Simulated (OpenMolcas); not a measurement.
Xe⁶⁺: effect of the basis set

| Property | Result |
| --- | --- |
| Program | OpenMolcas |
| Method | MS-CASPT2, IPEA 0.25 Eh, imaginary shift 0.1 Eh (closed shells correlated: 4d) |
| Active space | 2 electrons in 8 orbitals (5s 5p 6s 6p) |
| State averaging | 2S+1 = 3 even, 3 roots; 2S+1 = 1 even, 7 roots; 2S+1 = 3 odd, 3 roots; 2S+1 = 1 odd, 3 roots |
| Spin-orbit coupling | RASSI with atomic mean-field integrals over the reference wave functions, term energies averaged over their components |

A. ANO-RCC-VTZP [7s6p4d2f1g], DKH2, point nucleus; CASPT2 step roughly 4 core-seconds
B. ANO-R2 [7s6p4d2f1g], X2C, finite nucleus; CASPT2 step of the order of 3 core-seconds
C. ANO-RCC-VQZP [8s7p5d3f2g], DKH2, point nucleus; CASPT2 step about 8 core-seconds
D. ANO-RCC [10s9p8d5f3g], DKH2, point nucleus; CASPT2 step about 20 core-seconds

Energies in cm-1 above 5s2 1S0, the measured ground level; measured values from Saloman, J. Phys. Chem. Ref. Data 33, 765 (2004).

| Level | A | B | C | D | Measured |
| --- | --- | --- | --- | --- | --- |
| 5s2 1S0 | 0.0 | 0.0 | 0.0 | 0.0 | 0.0 |
| 5s 5p 3P* 0 | 97090 | 96690 | 97440 | 97100 | 96141 |
| 5s 5p 3P* 1 | 101070 | 100650 | 101250 | 101000 | 100451 |
| 5s 5p 3P* 2 | 112810 | 112440 | 112530 | 112580 | 113676 |
| 5s 5p 1P* 1 | 141460 | 140420 | 140830 | 140700 | 143259 |
| 5p2 3P0 | 225580 | 224220 | 225760 | 225160 | 223673 |
| 5p2 3P1 | 235050 | 233770 | 234860 | 234550 | 234685 |
| 5p2 1D2 [60 %] | 236470 | 235140 | 236060 | 235660 | 236100 |
| 5p2 3P2 [60 %] | 251170 | 249890 | 250310 | 250290 | 251853 |
| 5p2 1S0 | 275210 | 273580 | 274050 | 273790 | 273208 |

Deviations, from unrounded energies. A percentage is the sum of absolute deviations over the sum of measured energies, with the sign that they share, or ± where signs differ.

```
           Against measurement  Levels     A     B     C     D
mean absolute deviation (cm-1)       9  1100  1100  1200  1000
      other configurations (%)       9  ±0.6  ±0.6  ±0.6  ±0.6
```

A, B, D lie about equally close to measurement and C furthest from it. The largest miss of D in the table is 5s 5p 1P* 1, by -2600 cm-1. The ranking rests on the paired levels alone, and a cruder setting can come out closer through cancelling errors.

The two smallest mean deviations differ by little beside CASPT2's spread within terms, so their order carries little weight.

Among A to D the level of the table that moves most is 5p2 1S0, by 1600 cm-1 (lowest in B, highest in A). Moves below CASPT2's spread within the term are not significant.

Term energies are means over components that CASPT2 splits; among the terms shown or strongly mixed into the levels shown the widest spread is 170 cm-1 (5p2 1D, A). Over all roots computed the reference weight is 0.89 to 0.96 in A, 0.89 to 0.95 in B, 0.89 to 0.95 in C, 0.89 to 0.95 in D; the roots of lowest weight are the least certain, and an intruder state may touch them. Active for correlation alone: 6p 6s; no level in the range computed is led by a configuration that fills them, so any true level of that kind is missing. The ¹D term of p² mixes with s d, which this space lacks. Computed and measured levels are paired by configuration, term and J; levels that our copy of the source lacks, or whose pairing is in doubt (as where it misses far off the trend of its configuration), stay unpaired and out of the deviations. Levels of configurations outside the active space are missing.

A share in square brackets marks a mixed level and gives the weight of the term that names it, the lowest over the columns. * marks odd parity.
